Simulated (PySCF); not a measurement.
## Cd₂ at PBE0

Computed with PBE0; PySCF, scalar-relativistic core potentials, basis sets Cd cc-pVDZ-PP with ECP28.

| Item | Value |
| --- | --- |
| state | ¹Σg⁺ (singlet), closed shell |
| bond length | 3.574 Å |
| harmonic wavenumber | 32.0 cm⁻¹ |
| force constant | 0.0344 mdyn/Å |
| rotational constant Be | 0.02318 cm⁻¹ |
| anharmonicity ωexe | 0.535 cm⁻¹ |
| vibration–rotation constant αe | 0.000394 cm⁻¹ |
| well depth De to Cd + Cd | 0.06 eV |
| dissociation energy D0 | 0.06 eV |
| HOMO–LUMO gap | 4.67 eV |
| bond order (Mayer) | 0.09 |

Closed-shell solutions of metal pairs were not tested for spin polarisation, which can lower them a little. The bond is weak. Basis-set superposition, not corrected here, can be much of De in a small basis, most of all at correlated wavefunction levels. Functionals without a dispersion term scatter widely for such bonds, and LDA overbinds them.
